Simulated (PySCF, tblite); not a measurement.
Isomers of C7H12N (doublet state), one GFN2-xTB conformer each. Single-point energies are computed at B3LYP/pcH-1 (PySCF, gas phase, no added dispersion term), electronic only. GFN2-xTB treats the open shell by occupation alone, and not every SCF solution was tested for stability.

```csv
SMILES,GFN2-xTB relative energy (kcal/mol)
C[CH]/N=C1\CC[C@H]1C,0.0
C=C[C@@H]1[N]C[C@@H]1CC,31.8
C=[C]CCC(=C)CN,57.7
```

Conformers: `[CH3:1][CH:2]/[N:3]=[C:4]1\[CH2:5][CH2:6][C@H:7]1[CH3:8]` (doublet state) with C1–C2–N3–C4 167°; `[CH2:1]=[CH:2][C@@H:3]1[N:4][CH2:5][C@@H:6]1[CH2:7][CH3:8]` (doublet state) with C1–C2–C3–N4 -3°, C5–C6–C7–C8 72°; `[CH2:1]=[C:2][CH2:3][CH2:4][C:5](=[CH2:6])[CH2:7][NH2:8]` (doublet state) with C1–C2–C3–C4 -12°, C2–C3–C4–C5 58°, C3–C4–C5–C6 -127°, C4–C5–C7–N8 46°, C5–C7–N8–H 65° and -177°.

Task: What does B3LYP/pcH-1 give for the same structures?

Result: 
| SMILES | B3LYP/pcH-1 E (Eh) | B3LYP/pcH-1 (kcal/mol) | GFN2-xTB (kcal/mol) | point group |
| --- | --- | --- | --- | --- |
| C[CH]/N=C1\CC[C@H]1C | -328.67158 | 0.0 | 0.0 | C1 |
| C=C[C@@H]1[N]C[C@@H]1CC | -328.63425 | 23.4 | 31.8 | C1 |
| C=[C]CCC(=C)CN | -328.62740 | 27.7 | 57.7 | C1 |

Both levels put the same isomer lowest; measured from each level's own lowest isomer, the values differ by up to 30.0 kcal/mol (C=[C]CCC(=C)CN: 57.7 against 27.7). As drawn, the lowest has a four-membered ring, which the highest lacks; the highest has an N–H bond, which the lowest lacks. Neighbours under 5.0 kcal/mol apart (C=C[C@@H]1[N]C[C@@H]1CC and C=[C]CCC(=C)CN) can change places with a better method, another conformer or zero-point energy.

Task: What happens when harmonic zero-point energies from GFN2-xTB frequencies are added?

Result: 
```tsv
SMILES	ZPE (kcal/mol)	electronic (kcal/mol)	with ZPE (kcal/mol)
C[CH]/N=C1\CC[C@H]1C	107.3	0.0	0.0
C=C[C@@H]1[N]C[C@@H]1CC	107.4	23.4	23.5
C=[C]CCC(=C)CN	106.2	27.7	26.7
```

The zero-point energies span 1.2 kcal/mol. The order is unchanged.
